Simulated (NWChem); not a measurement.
Molecule: CH₃ClF₂Si; SMILES FC([SiH2]Cl)F

```xyz
8

F      1.3881     1.3324    -0.2392
C      0.1968     1.1548     0.3805
F     -0.5789     2.2468     0.1368
Si    -0.7130    -0.3679    -0.3509
Cl     0.3814    -2.0594     0.0958
H      0.3814     1.1019     1.4698
H     -0.8048    -0.1971    -1.8235
H     -2.0558    -0.4704     0.2794
```
Atoms are numbered in this order, from 1.

All runs: NWChem. Coordinates come from a PBE0/def2-SVP optimisation. Level: PBE0/def2-SVPD; rows give the wavelength of the field.

| field | isotropic polarisability (bohr³) | anisotropy (bohr³) |
|---|---|---|
| static | … | 12.1 |
| 1065 nm | 55.2 | 12.2 |
| 589 nm | 56.2 | 12.6 |
| 400 nm | 58.0 | 13.2 |

### Question
Fill in the missing entries.

### Answer

- static, isotropic polarisability (bohr³): 54.8
